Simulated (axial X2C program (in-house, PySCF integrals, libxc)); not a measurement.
## Density and ELF of AlCu

Computed with an in-house all-electron X2C program for linear molecules (integrals from PySCF). Two-component (2c) means X2C with spin–orbit coupling and atomic mean-field two-electron Coulomb and Gaunt terms. Basis: Cu dyall-cv3z [9s9p6d3f2g], Al dyall-v3z [8s8p2d1f] (cores contracted in-house); Gaussian nuclei, density fitting, unrestricted open shells. Masses: Cu 62.930 u, Al 26.982 u.

PBE0, with spin–orbit coupling, state Ω = 0 (closed shell); Cu at z = 0, Al at z = 2.371 Å.

The maps cover the half plane through the axis: z from -2.4 to 4.2 Å along the bond, ρ from 0.15 to 2.25 Å away from it.

log10 of the density in e/bohr³:

```
 ρ\z  -2.4  -1.8  -1.2  -0.6   0.0   0.6   1.2   1.8   2.4   3.0   3.6   4.2
0.15  -3.3  -2.6  -1.8  -0.3   1.4  -0.3  -1.2  -0.8   1.0  -1.0  -1.6  -2.2
0.45  -3.4  -2.7  -1.9  -0.8   0.3  -0.7  -1.3  -1.2  -0.2  -1.3  -1.7  -2.2
0.75  -3.5  -2.8  -2.1  -1.3  -0.7  -1.2  -1.5  -1.5  -1.3  -1.5  -1.8  -2.4
1.05  -3.6  -2.9  -2.3  -1.7  -1.4  -1.6  -1.8  -1.8  -1.7  -1.7  -2.0  -2.5
1.35  -3.7  -3.1  -2.6  -2.1  -1.9  -1.9  -2.1  -2.1  -2.0  -2.0  -2.3  -2.7
1.65  -3.9  -3.3  -2.8  -2.5  -2.3  -2.3  -2.4  -2.4  -2.3  -2.3  -2.6  -3.0
1.95  -4.1  -3.6  -3.1  -2.8  -2.6  -2.6  -2.8  -2.8  -2.7  -2.7  -2.9  -3.2
2.25  -4.3  -3.8  -3.4  -3.1  -3.0  -3.0  -3.1  -3.2  -3.1  -3.1  -3.2  -3.5
```

Electron localisation function (collinear form, no current term, damped to 0 at low density):

```
 ρ\z  -2.4  -1.8  -1.2  -0.6   0.0   0.6   1.2   1.8   2.4   3.0   3.6   4.2
0.15  0.08  0.14  0.10  0.46  0.41  0.43  0.60  0.17  0.40  0.09  0.99  1.00
0.45  0.07  0.14  0.11  0.27  0.73  0.26  0.64  0.06  0.73  0.09  0.99  1.00
0.75  0.06  0.16  0.14  0.16  0.29  0.21  0.67  0.21  0.06  0.59  1.00  0.99
1.05  0.03  0.17  0.17  0.16  0.19  0.29  0.62  0.47  0.42  0.95  0.99  0.98
1.35  0.02  0.14  0.20  0.21  0.25  0.38  0.50  0.36  0.67  0.97  0.99  0.95
1.65  0.01  0.08  0.21  0.25  0.30  0.39  0.31  0.17  0.51  0.91  0.95  0.82
1.95  0.00  0.03  0.15  0.26  0.31  0.32  0.14  0.06  0.24  0.71  0.79  0.44
2.25  0.00  0.01  0.06  0.17  0.22  0.17  0.05  0.02  0.07  0.32  0.36  0.09
```

The state is one determinant whose occupation by symmetry is held fixed; it was picked as the lowest of a PBE0 search that is not exhaustive.
